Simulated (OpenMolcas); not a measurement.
## Ir²⁺: effect of the basis set

- Program: OpenMolcas
- Method: CASSCF
- Active space: 7 electrons in 6 orbitals (5d 6s)
- State averaging: 2S+1 = 4 even, 77 roots (60 in the spin-orbit step); 2S+1 = 6 even, 6 roots kept (CI in the orbitals of an earlier block); 2S+1 = 2 even, 147 roots kept (CI in the orbitals of an earlier block, 129 in the spin-orbit step)
- Spin-orbit coupling: state interaction with AMFI integrals over the reference wave functions, term energies averaged over their components

A. ANO-RCC-VDZP [7s6p4d2f], DKH2, point nucleus; cost about 100 core-seconds
B. ANO-R2 [8s6p5d3f1g], X2C, finite nucleus; cost about 100 core-seconds
C. ANO-RCC-VTZP [8s7p5d3f1g], DKH2, point nucleus; cost about 2.1 core-minutes
D. ANO-RCC-VQZP [9s8p6d4f2g1h], DKH2, point nucleus; cost roughly 3 core-minutes
E. ANO-R3 [9s7p6d4f2g2h], X2C, finite nucleus; cost about 2.2 core-minutes

Energies in cm-1 above 5d7 4F 9/2.

| Level | A | B | C | D | E |
| --- | --- | --- | --- | --- | --- |
| 5d7 4F 9/2 | 0.0 | 0.0 | 0.0 | 0.0 | 0.0 |
| 5d7 4F 7/2 | 8292 | 7734 | 7808 | 7812 | 7864 |
| 5d7 4F 5/2 [64 %] | 10229 | 9829 | 9905 | 9885 | 9908 |
| 5d6 6s 6D 9/2 | 10798 | 11062 | 11279 | 11013 | 10744 |
| 5d7 4P 5/2 [61 %] | 13788 | 13327 | 13522 | 13381 | 13273 |
| 5d6 6s 6D 7/2 | 15722 | 15662 | 15917 | 15660 | 15427 |
| 5d7 2G 9/2 [64 %] | 18371 | 18101 | 18145 | 18134 | 18177 |
| 5d7 4P 1/2 [53 %] | 18372 | 17800 | 18015 | 17871 | 17775 |
| 5d6 6s 6D 5/2 [67 %] | 18904 | 18636 | 18867 | 18666 | 18517 |
| 5d6 6s 6D 3/2 | 19571 | 19401 | 19650 | 19416 | 19224 |
| 5d6 6s 6D 1/2 [54 %] | 21667 | 21324 | 21539 | 21366 | 21255 |
| 5d7 2G 7/2 [75 %] | 23518 | 23127 | 23203 | 23174 | 23190 |
| 5d7 2H 11/2 | 25016 | 24809 | 24843 | 24837 | 24896 |
| 5d7 2D 5/2(1) | 26907 | 26059 | 26228 | 26166 | 26194 |
| 5d6 6s 4D 7/2(1) [58 %] | 29066 | 30273 | 29963 | 30065 | 29949 |
| 5d7 2P 1/2 [67 %] | 31295 | 30524 | 30639 | 30621 | 30673 |
| 5d7 2F 5/2 [57 %] | 32349 | 32311 | 32383 | 32318 | 32266 |
| 5d6 6s 4H 11/2 [58 %] | 34714 | 35278 | 35374 | 35174 | 34956 |
| 5d6 6s 4H 13/2 | 35169 | 35727 | 35809 | 35623 | 35418 |
| 5d7 2F 7/2 [61 %] | 37924 | 37515 | 37608 | 37545 | 37507 |
| 5d6 6s 4D 1/2(1) [63 %] | 38995 | 40044 | 39696 | 39858 | 39812 |
| 5d6 6s 4F 3/2(1) [68 %] | 42077 | 42601 | 42598 | 42502 | 42375 |
| 5d6 6s 4G 7/2 [53 %] | 47304 | 47454 | 47594 | 47412 | 47252 |
| 5d6 6s 4D 5/2(2) [62 %] | 47893 | 48107 | 48263 | 48055 | 47871 |

Among A to E the level of the table that moves most is 5d6 6s 4D 7/2(1) [58 %], by 1200 cm-1 (lowest in A, highest in B).

Some high roots are left out of the spin-orbit mixing, which shifts the levels that they would mix with. Without dynamic correlation excited terms often stand tens of per cent too high (terms of higher spin than the ground term too low), and those without a measured partner can miss by more than the paired ones. Terms from blocks run as CI alone lack orbitals of their own. Configurations are named by rounded mean occupations; where the s occupation lies near a half they are strongly mixed, a name can repeat and a true partner stay unpaired. A single d shell beside an s shell can misplace configurations of different d count against each other. Levels of configurations outside the active space are missing. The table leaves out levels that lie high or whose names do not pair safely across all columns.

A share in square brackets marks a mixed level and gives the weight of the term that names it, the lowest over the columns. A number in round brackets counts repeated terms of one configuration in the order of the reference energies.
